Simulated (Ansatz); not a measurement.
Consider the substitution at a C–Si bond: `C=C[SiH](Br)C=C` + `O[Si](O)(O)S` → `C=CS[Si](O)(O)O` + `C=C[SiH2]Br`.

Gas-phase electronic energies from Ansatz, PBE0-D4/def2-TZVP geometries. CCSD(T)/CBS adds triple-zeta CCSD(T) − MP2 to the extrapolated MP2 energy (def2 sets, frozen cores). Functionals use def2-TZVPP. B3LYP here is the variant with VWN-RPA as its local correlation; programs differ in this. For Br outer-core shells are correlated without core-valence functions, which leaves a few kJ/mol of doubt a bond. Scalar relativity is left out up to krypton. Each species was taken in one conformer, which may not be the lowest.

| level | ΔE (kJ/mol) | difference from CCSD(T)/CBS |
| --- | --- | --- |
| r2SCAN-D4 | 44.8 | -8.0 |
| B3LYP-D4 | 46.1 | -6.7 |
| PBE | 42.2 | -10.6 |
| r2SCAN | 45.2 | -7.6 |
| B3LYP | 48.9 | -3.9 |
| CCSD/def2-TZVPP | 55.5 | 2.7 |
| HF/def2-QZVPP | 58.8 | 6.0 |
| SCS-MP2/def2-QZVPP | 52.2 | -0.6 |
| MP2/CBS(def2) | 52.3 | -0.5 |
| CCSD/CBS(def2) | 55.8 | 3.0 |
| CCSD(T)/CBS | 52.8 | 0 |

Largest T1 diagnostic among the species: 0.012.

From PBE to PBE0 (25 % exact exchange), in def2-TZVPP and without D4, ΔE moves by +5.0 kJ/mol. In def2-TZVPP, CCSD(T) changes the Hartree–Fock value by −6.7 kJ/mol (the triples alone add −2.9 kJ/mol) and MP2 by −7.2 kJ/mol.
